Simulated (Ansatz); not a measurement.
Ansatz results at the PBE0-D4/def2-TZVP geometry: HOMO energy (B3LYP/def2-TZVPP) -6.24 eV; LUMO energy (ωB97M-V/def2-TZVPP) 1.30 eV; size of the dipole moment (ωB97M-V/def2-TZVPP) 2.67 D.

Each molecule was computed in one conformer, which needn't be the lowest.

**Question.** Which molecule gave them?
A. `CC[O][Hf]([OH])([O]CC)[O]CC`
B. `[CH3][Hf]([F])([F])[Cl]`
C. `CC[N](C)[Hf]([F])([F])[N](C)CC`
D. `[Cl][Hf]([Cl])([Cl])[SeH]`

**Answer.** C. The others give `[CH3][Hf]([F])([F])[Cl]`: -8.31, 0.70, 0.99; `CC[O][Hf]([OH])([O]CC)[O]CC`: -7.24, 1.41, 0.35; `[Cl][Hf]([Cl])([Cl])[SeH]`: -7.52, -0.25, 0.40.

B3LYP here is the variant with VWN-RPA as its local correlation; programs differ in this.
